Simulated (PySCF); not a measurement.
Electron correlation in Al (aluminium, neutral)

[Ne] 3s2 4s1, 2S determinant (an excited configuration). All numbers are calculated (PySCF 2.14, the spin-free X2C one-electron Hamiltonian (Gaussian nucleus), in aug-cc-pVTZ-DK (6s5p3d2f, 50 functions)). Frozen: [Ne]; 3 electrons correlated.

| level | correlation energy (mhartree) |
| --- | --- |
| CCSD | -45.88 |
| (T) | -0.90 |
| CCSD(T) | -46.78 |
| CCSDT | -47.19 |

Diagnostics: T1 = 0.014, D1 = 0.0329, largest double amplitude 0.094.

The outer electron is Rydberg-like, and this basis confines it to a smaller radius and binds it less than a complete one would.

Cost of the coupled-cluster step: roughly 1.3 core-seconds, for 3 correlated electrons.
